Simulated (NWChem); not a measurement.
System meant: BiHOF2; SMILES [OH][Bi]([F])[F]

Input file for NWChem:

```
start job
memory heap 200 mb stack 900 mb global 1100 mb
geometry units angstroms noautoz
  Bi    -0.037106     0.227987     0.000000
  F      1.147799    -0.524698    -1.497318
  F      1.147799    -0.524698     1.497318
  O     -1.473296    -1.292633     0.000000
  H     -1.034169    -2.168661     0.000000
end
basis spherical
  * library def2-svp
end
dft
  xc xpbe96 cpbe96
  iterations 150
  mulliken
end
task dft energy
```

End of the output:

```
          Convergence Information
          -----------------------
          Convergence aids based upon iterative change in
          total energy or number of iterations.
          Levelshifting, if invoked, occurs when the
          HOMO/LUMO gap drops below (HL_TOL):  1.00D-02
          DIIS, if invoked, will attempt to extrapolate
          using up to (NFOCK): 10 stored Fock matrices.

                    Damping( 0%)  Levelshifting(0.5)       DIIS
                  --------------- ------------------- ---------------
          dE  on:    start            ASAP                start
          dE off:    2 iters        150 iters           150 iters

      Screening Tolerance Information
      -------------------------------
          Density screening/tol_rho:  1.00D-10
          AO Gaussian exp screening on grid/accAOfunc:  14
          CD Gaussian exp screening on grid/accCDfunc:  20
          XC Gaussian exp screening on grid/accXCfunc:  20
          Schwarz screening/accCoul:  1.00D-08

      Superposition of Atomic Density Guess
      -------------------------------------

      charge =      83.0 Bi (Bismuth)

      symmetry species            s     p     d     f
      number of basis functions =10     7     6     0
      number of cont. functions = 4     4     2     0
      number of closed shells   = 6     4     3     1
      number of open shells     = 0     1     0     0
      open shell occupation     = 0     3     0     0
 ------------------------------------------------------------------------
 atomscf:atomd: error in atom scf                   0
 ------------------------------------------------------------------------
 ------------------------------------------------------------------------
  current input line :
    18: task dft energy
 ------------------------------------------------------------------------
 ------------------------------------------------------------------------
 This error has not yet been assigned to a category
 ------------------------------------------------------------------------
 For more information see the NWChem manual at https://nwchemgit.github.io

0:atomscf:atomd: error in atom scf:Received an Error in Communication
```

Question: Can this run be used? If not, why, and what is the fix?

Answer: The program stopped with an error. Cause: the def2 basis of a heavy element holds valence functions alone and wants its effective core potential (without it all electrons must fit into that basis). This input runs:
```
start job
memory heap 200 mb stack 900 mb global 1100 mb
geometry units angstroms noautoz
  Bi    -0.037106     0.227987     0.000000
  F      1.147799    -0.524698    -1.497318
  F      1.147799    -0.524698     1.497318
  O     -1.473296    -1.292633     0.000000
  H     -1.034169    -2.168661     0.000000
end
basis spherical
  * library def2-svp
end
ecp
  Bi library def2-ecp
end
dft
  xc xpbe96 cpbe96
  iterations 150
  mulliken
end
task dft energy
```
It converges to -489.74492 Ha (PBE/def2-SVP with def2 effective core potentials on Bi).
